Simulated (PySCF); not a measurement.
BH₃N, SMILES B[NH], multiplicity 2. Geometry optimised at PBE-D3(BJ)/def2-TZVP. The isomer is the one that the SMILES or the coordinates give; other isomers of the formula were not compared.

Method: PBE-D3(BJ)/def2-TZVP (PySCF).

Harmonic wavenumbers (cm⁻¹): 237, 313, 707, 852, 997, 1411, 2370, 2456, 3677. Rotational constants (GHz): 222.8, 29.89, 26.36; symmetry number 1.

Task: Work out the zero-point energy and the ideal-gas rigid-rotor harmonic-oscillator thermochemistry at 298.15 K and 1 atm.

Result: ZPE = ½ Σ hcν = ½ × 13020 cm⁻¹ = 77.87 kJ/mol. H − E(el) = 90.75 kJ/mol. Entropy in J/(mol K): translation 150.23, rotation 75.96, vibration 15.70, spin 5.76, total 247.66. G − E(el) = 16.91 kJ/mol. Cp = 55.46 J/(mol K).
